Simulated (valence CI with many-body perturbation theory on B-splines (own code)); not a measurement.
Hyperfine factors and g values of Ba⁴³⁺

Calculated by configuration interaction combined with many-body perturbation theory (CI+MBPT): three valence electrons over a frozen Dirac-Fock core [Ne], radial functions for each j: 11 s, 11 p, 10 d, 8 f, 5 g, 2 h, with the one-electron correlation potential Σ1 (screened to all orders), the two-electron term Σ2, the three-electron term Σ3, Breit, model QED; selected single and double excitations, second order for the rest, scaled by the run's own slope (own B-spline code, finite nucleus).

No measured spectrum was set against this ion. As an estimate, large intervals hold to a few tenths of a per cent, small ones and those within an open d or f shell to about a per cent.

A/g_I is the dipole constant over the nuclear g factor μ/I (μ in nuclear magnetons, uniformly magnetised nucleus), B/Q the quadrupole constant per barn. Both hold the static response of the core; the bare values leave it out. Large factors of s and p1/2 electrons are usually good to 5 to 10 %; those of open d and f shells near neutrality can be off by tens of per cent, and small factors of p3/2, d and f electrons come from cancelling terms and can be off by a factor of two or in sign, in half-filled shells by more. B is blank for J = 1/2, where it vanishes, and for nearly pure S terms. Energies count from the lowest level.

Levels are named by their leading jj configuration (3d3/2^4 stands for four electrons in 3d with j = 3/2), which in mixed levels can hold well under half, so a name can repeat and another be missing. Letters in brackets count levels of one name in rising energy.

| Level | E (eV) | g | A/g_I (MHz) | A/g_I bare | B/Q (MHz/b) | B/Q bare |
| --- | --- | --- | --- | --- | --- | --- |
| (3s^2 3p1/2) J=1/2 | 0.00 | 0.656 | 547000 | 534000 |  |  |
| (3s^2 3p3/2) J=3/2 | 97.88 | 1.327 | 83900 | 83600 | 158000 | 155000 |
| (3s 3p1/2^2) J=1/2 | 107.43 | 2.274 | 1620000 | 1580000 |  |  |
| (3s 3p1/2 3p3/2) J=3/2 [a] | 186.55 | 1.665 | 419000 | 411000 | 128000 | 126000 |
| (3s 3p1/2 3p3/2) J=5/2 | 198.40 | 1.371 | 486000 | 476000 | 91000 | 89500 |
| (3s 3p1/2 3p3/2) J=3/2 [b] | 214.48 | 0.936 | 23600 | 24900 | 111000 | 110000 |
| (3s 3p1/2 3p3/2) J=1/2 | 222.60 | 1.193 | -481000 | -465000 |  |  |
| (3s^2 3d3/2) J=3/2 | 260.56 | 0.841 | 24300 | 26000 | 23300 | 24200 |
| (3s^2 3d5/2) J=5/2 | 272.20 | 1.280 | 123000 | 121000 | 6740 | 7960 |
| (3s 3p3/2^2) J=5/2 | 300.76 | 1.329 | 324000 | 317000 | 95700 | 94500 |
| (3s 3p3/2^2) J=1/2 | 320.99 | 1.847 | 1700000 | 1660000 |  |  |
| (3p1/2^2 3p3/2) J=3/2 | 323.37 | 1.234 | 58700 | 60400 | 129000 | 127000 |
| (3s 3p3/2^2) J=3/2 | 326.02 | 1.198 | -230000 | -221000 | -45500 | -44700 |
| (3s 3p1/2 3d3/2) J=3/2 [a] | 337.37 | 0.541 | -131000 | -126000 | 43400 | 43700 |
| (3s 3p1/2 3d3/2) J=5/2 | 345.64 | 1.048 | 433000 | 424000 | -3210 | -1830 |
| (3s 3p1/2 3d3/2) J=1/2 | 363.88 | 0.353 | -655000 | -635000 |  |  |
| (3s 3p1/2 3d3/2) J=3/2 [b] | 365.44 | 1.324 | 345000 | 339000 | 24200 | 24100 |
| (3s 3p1/2 3d5/2) J=5/2 [a] | 369.21 | 1.340 | 153000 | 152000 | 21600 | 22900 |
| (3s 3p1/2 3d5/2) J=7/2 | 376.12 | 1.254 | 322000 | 315000 | -5890 | -3940 |
| (3s 3p1/2 3d5/2) J=5/2 [b] | 383.96 | 1.095 | 55900 | 56500 | 30800 | 31600 |
| (3s 3p1/2 3d5/2) J=3/2 | 386.04 | 1.207 | -231000 | -222000 | -12700 | -11500 |
| (3p1/2 3p3/2^2) J=5/2 | 419.82 | 1.113 | 185000 | 182000 | 54200 | 53600 |
| (3p1/2 3p3/2^2) J=3/2 | 425.08 | 1.286 | -24800 | -20900 | 41900 | 41400 |
| (3p1/2 3p3/2^2) J=1/2 | 431.17 | 0.666 | 539000 | 524000 |  |  |
| (3s 3p3/2 3d3/2) J=3/2 [a] | 446.07 | 1.351 | 274000 | 269000 | -11600 | -12200 |
| (3s 3p3/2 3d3/2) J=5/2 [a] | 446.61 | 1.276 | 229000 | 226000 | 35300 | 34300 |
| (3s 3p3/2 3d3/2) J=1/2 [a] | 446.95 | 2.321 | 823000 | 806000 |  |  |
| (3s 3p3/2 3d3/2) J=7/2 | 449.00 | 1.302 | 279000 | 274000 | 109000 | 108000 |
| (3s 3p3/2 3d5/2) J=9/2 | 453.49 | 1.327 | 228000 | 224000 | 194000 | 192000 |
| (3s 3p3/2 3d5/2) J=3/2 [a] | 464.85 | 1.041 | -50300 | -46700 | -83000 | -81300 |
| (3s 3p3/2 3d5/2) J=5/2 [a] | 470.45 | 1.335 | 337000 | 330000 | -78000 | -76300 |
| (3p1/2^2 3d3/2) J=3/2 | 471.28 | 0.757 | 47400 | 47100 | 23400 | 24500 |
| (3s 3p3/2 3d3/2) J=3/2 [b] | 478.82 | 1.158 | -38000 | -33900 | -82700 | -81300 |
| (3s 3p3/2 3d5/2) J=7/2 [a] | 479.86 | 1.177 | 103000 | 103000 | 160000 | 159000 |
| (3s 3p3/2 3d3/2) J=5/2 [b] | 481.16 | 0.933 | -67000 | -63000 | 115000 | 115000 |
| (3s 3p3/2 3d3/2) J=1/2 [b] | 483.24 | 0.611 | 93800 | 92700 |  |  |
| (3s 3p3/2 3d5/2) J=7/2 [b] | 491.70 | 1.192 | 62900 | 63400 | 114000 | 113000 |
| (3s 3p3/2 3d5/2) J=1/2 | 499.77 | 0.678 | -314000 | -305000 |  |  |
| (3p1/2^2 3d5/2) J=5/2 | 501.12 | 1.192 | 14300 | 16800 | 19300 | 20800 |
| (3s 3p3/2 3d5/2) J=3/2 [b] | 505.95 | 1.303 | 391000 | 382000 | 48900 | 49000 |

Q: Take the isotope of mass number 137, with I = 3/2, μ = 0.9375 μN and Q = 0.236 b. What is the hyperfine structure of (3s 3p1/2 3p3/2) J=3/2 [a]?

A: From the table A = 262000 MHz, B = 30100 MHz. Shifts from the centre of gravity in MHz: F = 0: -945000, F = 1: -713000, F = 2: -219000, F = 3: 597000.
